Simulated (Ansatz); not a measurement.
Task: Name a neutral molecule of Br, C, Cl with HOMO energy (B3LYP/def2-TZVPP) between -8.50 and -8.20 eV and ideal-gas entropy at 298 K and 1 bar (rigid rotor, harmonic PBE0-D4/def2-TZVP) between 323 and 339 J/(mol·K) (Ansatz, PBE0-D4/def2-TZVP geometry).

Result: `ClC(Cl)(Cl)Br` (-8.33 eV, 333 J/(mol·K)). Other molecules can fit too; these were computed, each in one conformer that needn't be the lowest.

B3LYP here is the variant with VWN-RPA as its local correlation; programs differ in this.
